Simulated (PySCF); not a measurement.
## Bond curve of MgIn

Set-up: basis Mg aug-cc-pVDZ, In aug-cc-pVDZ-PP with ECP28; scalar-relativistic core potentials; PySCF 2.14. Energies in eV from Mg + In in their ground configurations at the same level. State: ²Π (doublet), unpaired electrons π ↑.

```json
{"R (Å)": "2.608", "B97-3": "-0.0225", "ROHF-SCS-MP2": "0.1288", "PBE": "-0.2724"}
{"R (Å)": "2.730", "B97-3": "-0.1753", "ROHF-SCS-MP2": "-0.0326", "PBE": "-0.4089"}
{"R (Å)": "2.851", "B97-3": "-0.2618", "ROHF-SCS-MP2": "-0.1256", "PBE": "-0.4795"}
{"R (Å)": "2.942", "B97-3": "-0.2958", "ROHF-SCS-MP2": "-0.1643", "PBE": "-0.5019"}
{"R (Å)": "3.033", "B97-3": "-0.3111", "ROHF-SCS-MP2": "-0.1847", "PBE": "-0.5052"}
{"R (Å)": "3.124", "B97-3": "-0.3128", "ROHF-SCS-MP2": "-0.1923", "PBE": "-0.4949"}
{"R (Å)": "3.245", "B97-3": "-0.3008", "ROHF-SCS-MP2": "-0.1898", "PBE": "-0.4666"}
{"R (Å)": "3.397", "B97-3": "-0.2723", "ROHF-SCS-MP2": "-0.1755", "PBE": "-0.4176"}
{"R (Å)": "3.579", "B97-3": "-0.2300", "ROHF-SCS-MP2": "-0.1524", "PBE": "-0.3516"}
{"R (Å)": "3.822", "B97-3": "-0.1740", "ROHF-SCS-MP2": "-0.1222", "PBE": "-0.2666"}
```

Put a parabola through the three lowest points of the B97-3 curve and estimate Re, k and ωe (reduced mass 19.84 u; 1 eV/Å² = 0.16022 mdyn/Å; ωe = 1302.8·√(k/μ) cm⁻¹).

Through R = 3.033, 3.124, 3.245 Å the second-order coefficient is 0.556 eV/Å², so Re ≈ 3.095 Å, k ≈ 0.178 mdyn/Å and ωe ≈ 123 cm⁻¹. A polynomial fit of higher order to the unrounded B97-3 energies gives Re = 3.091 Å, k = 0.209 mdyn/Å, ωe = 134 cm⁻¹; anharmonicity and rounding make the difference.

The higher-order fit for each curve: B97-3: Re = 3.091 Å, ωe = 134 cm⁻¹, De = 0.313 eV; ROHF-SCS-MP2: Re = 3.156 Å, ωe = 110 cm⁻¹, De = 0.193 eV; PBE: Re = 3.006 Å, ωe = 158 cm⁻¹, De = 0.51 eV.

Correlated steps freeze 5 core orbitals. The bond is weak. Basis-set superposition, not corrected here, can be much of De in a small basis, most of all at correlated wavefunction levels. Functionals without a dispersion term scatter widely for such bonds, and LDA overbinds them. These are scalar-relativistic numbers at best; spin–orbit coupling would shift them, the dissociation energy most. The state was picked by a PBE0 search and need not be the measured ground state.
